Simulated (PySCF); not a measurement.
Mg(SH)2 (H₂MgS₂), SMILES [SH][Mg][SH]. Heavy atoms are numbered as in [Mg:1]([SH:2])[SH:4]. Hydrogens are named by the atom that carries them.

The structure is a stationary point at B3LYP-D3(BJ)/def2-TZVP. One conformer was computed; it need not be the lowest.

All values below come from PySCF with PBE0/pcSseg-2.

GIAO shieldings, no solvent; atoms alike by connectivity are averaged. δ = σ(ref) − σ: ³³S against H2S (σ = 711.3 ppm); ¹H against TMS (σ = 31.54 ppm), references at their B3LYP-D3(BJ)/def2-TZVP geometries, non-relativistic.

```
nucleus    atoms  count  δ (ppm)
-------  -------  -----  -------
³³S      S2 (SH)      2   -108.1
¹H       H on S2      2    -0.77
```
